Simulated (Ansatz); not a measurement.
Molecule: sum formula H$_{4}$Si$_{2}$OF, charge 0, multiplicity 2. It need not be the lowest isomer of its formula. 
Geometry from a B3LYP-D3(BJ)/def2-TZVP (Ansatz, an electronic-structure program) optimisation:
```
O
Si 1 1.6216
F 2 1.6003 1 109.58
Si 1 1.6470 2 152.39 3 48.05
H 2 1.4712 3 107.81 1 -118.15
H 2 1.4734 5 113.25 3 118.44
H 4 1.4865 1 107.45 2 169.47
H 4 1.4881 7 110.58 1 -119.17
```
Charge 0, spin multiplicity 2.

Basis-set convergence of Hartree-Fock and MP2 correlation energies (hartree) with Ansatz. Cores are frozen in the correlated levels unless marked. UHF or UKS for open shells. Spin-orbit coupling is left out. Non-relativistic.

```csv
basis,functions,E(HF),"E(corr, MP2)"
cc-pV(D+d)Z,94,-754.61889,-0.54623
cc-pV(T+d)Z,194,___,___
```

Task: Some entries are withheld; supply them.

Result: 
- cc-pV(T+d)Z, E(HF): -754.72584
- cc-pV(T+d)Z, E(corr, MP2): -0.70689
